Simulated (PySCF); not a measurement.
Molecule: `N#Cc1ccsc1`, C$_{5}$H$_{3}$NS.

Geometry (Å), atoms numbered from 1 in this order:
```xyz
10

N    -3.079   -0.524    0.056
C    -1.946   -0.279    0.021
C    -0.551    0.012   -0.020
C     0.478   -0.978    0.090
C     1.725   -0.426    0.020
S     1.661    1.280   -0.176
C    -0.045    1.287   -0.170
H     0.281   -2.043    0.214
H     2.687   -0.935    0.075
H    -0.607    2.213   -0.275
```

Geometry PBE0-D3(BJ)/def2-SVP throughout; GIAO in PySCF 2.14, gas phase, one conformer, non-relativistic; equivalent atoms averaged; functional PBE0.

For orientation, pcSseg-2 gives these absolute shieldings σ: N1 -54.2, C7 36.6, C5 46.4, C4 44.4, C3 62.4, C2 61.5, S6 243.4, H10 23.32, H9 23.83 ppm.

A run gave: N1 -17.5, C7 57.4, C5 66.5, C4 67.7, C3 83.2, C2 82.5, S6 329.3, H10 23.44, H9 23.93 ppm (absolute shieldings σ).

**Question.** Which basis set was used in that run?
A. cc-pVTZ
B. aug-cc-pVDZ
C. pcSseg-1
D. 6-31G*

**Answer.** B. C2 tells them apart best: aug-cc-pVDZ gives 82.5, cc-pVTZ gives 69.0, 6-31G* gives 88.7, pcSseg-1 gives 64.8 ppm.
